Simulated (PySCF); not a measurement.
A structure optimised at PBE-D3(BJ)/def2-SVP, used in a PySCF frequency run:

```xyz
10

C      0.1214    -2.7557     0.0000
C     -0.7079    -1.6949     0.0000
F     -2.0484    -1.8992     0.0000
C     -0.3647    -0.2676     0.0000
Br     1.4698     0.1957     0.0000
C     -1.3314     0.6871     0.0000
Cl    -1.0490     2.3777     0.0000
H      1.2078    -2.6109     0.0000
H     -0.2972    -3.7710     0.0000
H     -2.3899     0.3916     0.0000
```
Charge 0, spin multiplicity 1.

Write its SMILES, formula and point group.

C=C(F)/C(Br)=C/Cl, C₄H₃BrClF, Cs

What are its rotational constants (standard atomic weights)?

1.5474, 1.1879, 0.67201 GHz
